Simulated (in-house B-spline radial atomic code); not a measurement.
Configurations of Xe³⁺, with energies counted from [Kr] 4d10 5s2 5p3. All numbers are computed (scalar-relativistic (X2C) TPSSh, spin-polarised, spherical fractional occupations, exact exchange averaged over the configuration; Fermi nucleus of rms radius 4.7859 fm) with a radial B-spline atomic code at the basis-set limit, not measured. Shells without spins written out take the highest spin.

Occupations are held fixed; configurations that lie above the ionisation limit could autoionise.

```csv
configuration,E - E(ref) (eV),highest orbital,its <r> (bohr)
[Kr] 4d10 5s1 5p4,13.328,5p down,2.02
[Kr] 4d10 5s1 5p3 6s1,30.494,6s up,3.639
[Kr] 4d9 5s2 5p3 5d1,75.244,5d up,2.534
[Kr] 4d9 5s2 5p3 5f1,89.552,5f up,4.797
```

Task: Order these further configurations by energy, lowest first.
A. [Kr] 4d10 5s2 5p2 6s1
B. [Kr] 4d10 5s1 5p3 6f1
C. [Kr] 4d10 5s2 5p2 5f1
D. [Ar] 3d9 4s2 4p6 4d10 5s2 5p3 6f1
E. [Kr] 4d10 5s1 5p3 6p1

Result: A (20.514 eV), C (31.013 eV), E (34.502 eV), B (45.236 eV), D (704.22 eV).
